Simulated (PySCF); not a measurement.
H2NbO2, neutral, multiplicity 4. Atoms are numbered in the order given.

```xyz
5

Nb     0.0000     0.0000     0.0000
O      0.0000     0.0000    -1.8854
H      0.0000     0.0000    -2.8381
O      0.0000     0.0000     1.8854
H      0.0000     0.0000     2.8381
```
Charge 0, spin multiplicity 4.

The structure is a stationary point at PBE0-D3(BJ)/def2-TZVP. The spin state was assumed, not searched. The def2 effective core potentials stand for the cores of Nb; spin–orbit coupling is left out. One conformer was computed; it need not be the lowest.

Level of theory: PySCF with PBE0-D3(BJ)/def2-TZVP.

Frequencies are harmonic and unscaled.

Modes within 1.5 cm⁻¹ of each other (mostly degenerate sets) share a row, with their intensities summed.

```tsv
mode	ν (cm⁻¹)	IR (km/mol)	moving atoms (share of kinetic energy)
1–2	47	50.1	O 47 %, H 30 %, Nb 23 %
3–4	430	323.4	H 68 %, O 28 %
5–6	465	0.0	H 88 %, O 12 %
7	715	0.0	O 94 %
8	721	318.2	O 69 %, Nb 27 %
9	3995	470.7	H 94 %
10	3997	0.0	H 94 %
```
